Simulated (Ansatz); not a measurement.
H₂Zr, SMILES [ZrH2], multiplicity 1.

Geometry: PBE0-D3(BJ)/def2-TZVPD. A frequency run showed that this geometry is not a minimum. The spin state was assumed, not searched. The def2 effective core potentials stand for the cores of Zr; spin–orbit coupling is left out.

Two levels are set side by side: PBE/def2-TZVPD (Ansatz, a quantum-chemistry and plane-wave program) and ωB97X-V/def2-TZVPD (Ansatz). Energy differences of separate SCF runs at the same geometry. Differences are taken from unrounded values.

| quantity | ωB97X-V |
|---|---|
| vertical singlet–triplet gap (eV) | -0.67 |

What does PBE give, and how far is it from ωB97X-V? (Estimate from the structure and the level; the computed values follow.)


| quantity | PBE | PBE minus ωB97X-V |
|---|---|---|
| vertical singlet–triplet gap (eV) | -0.89 | -0.21 |
